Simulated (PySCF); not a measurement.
Cartesian coordinates in Å; atom numbers follow the order of the lines, from 1:
```xyz
20

C    -2.883    0.508   -0.572
S    -1.700   -0.693    0.012
O    -1.752   -0.681    1.474
O    -1.933   -1.934   -0.731
C    -0.092   -0.106   -0.497
C     0.415    1.098    0.292
Si    2.307    1.095    0.191
N     2.558   -0.616   -0.010
Si    1.139   -1.579   -0.326
H    -2.670    1.484   -0.117
H    -2.850    0.549   -1.667
H    -3.859    0.136   -0.232
H    -0.177    0.091   -1.580
H     0.140    0.958    1.351
H    -0.031    2.047   -0.048
H     2.944    1.644    1.428
H     2.806    1.911   -0.963
H     3.482   -1.033    0.038
H     1.231   -2.350   -1.599
H     0.782   -2.503    0.787
```

Geometry: PBE0-D3(BJ)/def2-SVP; GIAO shifts from PySCF, gas phase, non-relativistic, averaged over equivalent atoms.

At PBE0/pcSseg-1 (229 basis functions, 80 s wall time on 1 thread of an Intel Xeon Platinum 8259CL, shared host):
```tsv
atoms	δ (ppm)
C5	54.0
C1	43.4
C6	8.8
S2	309.5
O4	228.7
O3	211.7
Si7	-14.4
Si9	-19.7
N8	11.7
H20	5.14
H16	5.12
H19	5.00
H17	4.97
H13	2.87
H10/H11/H12	2.65
H14	1.76
H15	0.89
H18	-0.24
```

References, each an isolated molecule treated in the same way: ¹³C (184.41 ppm) and ²⁹Si (351.99 ppm) and ¹H (31.27 ppm) against TMS; ³³S (495.66 ppm) against CS2; ¹⁷O (334.56 ppm) vs H2O; ¹⁵N (265.67 ppm) vs NH3.

Q: What do these become at CAM-B3LYP/pcSseg-1?

A: 
```
      atoms  δ at CAM-B3LYP/pcSseg-1  change
         C5                     54.9    +0.9
         C1                     44.8    +1.4
         C6                      8.4    -0.4
         S2                    319.7   +10.2
         O4                    226.8    -1.9
         O3                    210.7    -1.0
        Si7                    -17.9    -3.5
        Si9                    -21.7    -2.0
         N8                     13.3    +1.6
        H20                     5.01   -0.13
        H16                     4.97   -0.15
        H19                     4.86   -0.14
        H17                     4.81   -0.16
        H13                     2.71   -0.16
H10/H11/H12                     2.64   -0.01
        H14                     1.70   -0.06
        H15                     0.82   -0.07
        H18                    -0.27   -0.03
```

Shifts are taken against calculated references (same method and geometry level): TMS for ¹³C (182.45 ppm) and ²⁹Si (343.41 ppm) and ¹H (31.33 ppm); ³³S (487.21 ppm) vs CS2; H2O for ¹⁷O (338.55 ppm); ¹⁵N (267.29 ppm) against NH3.

The largest change is at S2 (sulfone sulfur). Cost: 229 basis functions, 83 s wall time on 1 thread of an Intel Xeon Platinum 8259CL, shared host. The order of the carbon signals is the same at both levels.

Experimental scales use liquid or dissolved standards, which lie at an offset from isolated NH3 (liquid NH3: subtract about 20 ppm) and H2O (liquid H2O: subtract about 36 ppm).
